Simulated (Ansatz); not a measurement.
`[OH][Ta]([OH])([OH])=[S]` at its PBE0-D4/def2-TZVP geometry, where that method's forces vanish. Charge 0, multiplicity 1. Ta takes the def2 core potential.

```xyz
8

O     0.2592   -1.2796    1.3510
Ta    0.0349    0.0293    0.0006
O    -0.0599   -0.8401   -1.6793
O    -1.5955    0.9438    0.3049
S     1.6929    1.4258    0.0284
H     0.9552   -1.3993    1.9975
H     0.4860   -0.7522   -2.4610
H    -1.7728    1.8723    0.4580
```

(1) What forces (eV/Å) does PBE-D4/def2-TZVPP give on these atoms in Ansatz 0.2.0? (Estimate.)

Results:

(1) Ansatz gave: 
```
O1  -0.291 -0.276  0.022
Ta2  0.015  0.012  0.000
O3  -0.297 -0.267 -0.039
O4  -0.329 -0.230  0.001
S5   0.377  0.317  0.006
H6   0.335 -0.048  0.303
H7   0.265  0.049 -0.366
H8  -0.074  0.442  0.072
```
